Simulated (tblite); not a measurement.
Compound: C₅H₁₂Si₂.
Atom-mapped SMILES: `[SiH3:1][CH2:2][CH2:3][C:4]1=[CH:5][SiH2:6][CH2:7]1` (hydrogens: H8, H9, H10 on Si1; H11, H12 on C2; H13, H14 on C3; H15 on C5; H16, H17 on Si6; H18, H19 on C7)

Geometry (GFN2-xTB, Å), atoms numbered from 1 in this order:
```
atom  x, y, z in Å
Si1    3.2573    0.1750   -0.0782
C2     1.3840    0.3773   -0.3235
C3     0.5552   -0.3143    0.7677
C4    -0.8980   -0.1223    0.5103
C5    -1.7685    0.7445    1.0484
Si6   -3.2136    0.1945   -0.0224
C7    -1.6983   -0.8862   -0.5191
H8     3.6399    0.6940    1.2368
H9     3.6105   -1.2449   -0.1564
H10    3.9574    0.9170   -1.1286
H11    1.0930   -0.0264   -1.2956
H12    1.1185    1.4370   -0.3395
H13    0.7896   -1.3825    0.7793
H14    0.8167    0.1047    1.7429
H15   -1.5670    1.4651    1.8258
H16   -3.6929    1.1180   -1.0509
H17   -4.3257   -0.5123    0.6111
H18   -1.7524   -1.9535   -0.3060
H19   -1.3157   -0.7754   -1.5329
```

Computed with GFN2-xTB (tblite): harmonic, unscaled wavenumbers at the GFN2-xTB geometry, gas phase. Errors from tens to a few hundred cm⁻¹ against measured bands are possible. Modes of hydrogen on silicon can be 10 to 20 % off. One conformer, not necessarily the lowest.

Harmonic wavenumbers (cm⁻¹): 43.9, 55.6, 81.3, 121.6, 186.6, 213.9, 314.8, 450.4, 457.3, 477.5, 509.2, 535.2, 553.6, 608.4, 696.2, 726.5, 732.8, 771.1, 776.0, 784.1, 792.7, 800.1, 807.8, 838.4, 906.2, 935.6, 1046.7, 1062.1, 1096.0, 1119.5, 1161.7, 1218.0, 1250.7, 1289.6, 1323.1, 1467.9, 1477.3, 1483.7, 1633.6, 2248.6, 2251.8, 2258.3, 2260.2, 2263.7, 2947.1, 2960.7, 2965.5, 2970.9, 2977.1, 2992.2, 3067.5.

A = 6573, B = 628.9, C = 612.7 MHz; mass 128.048 u (most abundant isotopes); point group C1, symmetry number 1.

Task: What is the zero-point energy?

Result: Half the sum of the wavenumbers: 31485 cm⁻¹ = 376.65 kJ/mol.

Task: Entropy at 298.15 K, 1 bar (ideal gas, RRHO, classical rotation)?

Result: Translation 169.37, rotation 122.30, vibration 124.60: S = 416.3 J/(mol K).

Task: And Cp and H(298.15 K) − H(0)?

Result: Cp = 167.37 J/(mol K), of which vibrations give 134.12 (their classical limit is 51 R = 424.0); H(298.15 K) − H(0) = 29.23 kJ/mol without the zero-point energy, 19.31 from vibrations.

Task: What must be added to the electronic energy to get the Gibbs energy at 298.15 K and 1 bar?

Result: ZPE + [H(298.15 K) − H(0)] − T·S = 376.65 + 29.23 − 124.11 = 281.77 kJ/mol.

Task: Blend soft modes into free rotors: weight 1/[1 + (100 cm⁻¹/ν̃)⁴] for the oscillator and the rest for a rotor with moment μB/(μ + B), μ = h/(8π²ν), B = 10⁻⁴⁴ kg m². What vibrational entropy results?

Result: 111.67 J/(mol K) in place of 124.60, which changes −T·S at 298.15 K by +3.86 kJ/mol.

Hindered rotation and anharmonicity are outside this model. Other conformers, if any are populated, would add a mixing term that is left out. The structure is chiral; the term R ln 2 for an equal mix with its mirror image is left out.
